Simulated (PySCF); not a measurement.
Level of theory: PySCF, PBE0, basis Cu def2-TZVP, O def2-TZVP, F def2-TZVP (no relativity, density fitting). Open shells, if any, are unrestricted.

**Question.** What spin state, shape and geometry does isolated CuOF₂ take (every ligand bound to Cu)?

**Answer.** Formally Cu is in oxidation state +4, d7, with 3 unpaired electrons (the high-spin count). The Mulliken spin on Cu is 0.71, so most of the spin sits on the ligands and the formal count fails. The polar-tensor charge on Cu, 1.04, is far below the formal one. The lowest minimum found is a quartet of Cs symmetry with Cu–F 1.733 Å, Cu–F 1.797 Å, Cu–O 1.941 Å; F–Cu–F 170.7°, F–Cu–O 71.4°, F–Cu–O 117.9°. Its harmonic wavenumbers are 122 (a'), 173 (a'), 179 (a''), 298 (a'), 557 (a'), 700 (a') cm⁻¹ and its dipole moment is 0.96 D.

This need not be the most stable arrangement of these atoms. Other spin states or occupations of the open shell can lie lower.
